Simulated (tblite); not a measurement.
C₇H₅P.
SMILES: `P#CC1=CC=CC=C1`

Level: GFN2-xTB in tblite, geometry and Hessian alike; calculated harmonic values, unscaled, isolated species. The method is semi-empirical: single wavenumbers can be off by several per cent or more.

Harmonic wavenumbers (cm⁻¹): 96.0, 97.8, 291.1, 362.9, 388.2, 452.4, 488.7, 589.2, 654.2, 720.3, 748.2, 866.9, 894.2, 925.1, 929.3, 974.3, 1078.8, 1116.5, 1149.1, 1180.9, 1197.6, 1273.5, 1314.4, 1423.0, 1447.8, 1562.5, 1585.0, 1722.0, 3074.3, 3075.0, 3083.8, 3086.9, 3096.0.

A = 5740, B = 947.7, C = 813.4 MHz; mass 120.013 u (most abundant isotopes); point group C2v, symmetry number 2.

Zero-point energy?

Half the sum of the wavenumbers: 20473 cm⁻¹ = 244.91 kJ/mol.

Entropy at 298.15 K, 1 bar (ideal gas, RRHO, classical rotation)?

Translation 168.56, rotation 114.22, vibration 60.63: S = 343.4 J/(mol K).

And Cp and H(298.15 K) − H(0)?

Cp = 112.89 J/(mol K), of which vibrations give 79.63 (their classical limit is 33 R = 274.4); H(298.15 K) − H(0) = 20.36 kJ/mol without the zero-point energy, 10.45 from vibrations.

Which modes carry the vibrational entropy at 298.15 K?

96.0 cm⁻¹: 14.79; 97.8 cm⁻¹: 14.63; 291.1 cm⁻¹: 6.14; 362.9 cm⁻¹: 4.64; 388.2 cm⁻¹: 4.21; 452.4 cm⁻¹: 3.30 J/(mol K); the other 27 give 12.92 together.

Blend soft modes into free rotors: weight 1/[1 + (100 cm⁻¹/ν̃)⁴] for the oscillator and the rest for a rotor with moment μB/(μ + B), μ = h/(8π²ν), B = 10⁻⁴⁴ kg m². What vibrational entropy results?

57.89 J/(mol K) in place of 60.63, which changes −T·S at 298.15 K by +0.82 kJ/mol.

Hindered rotation and anharmonicity are outside this model.
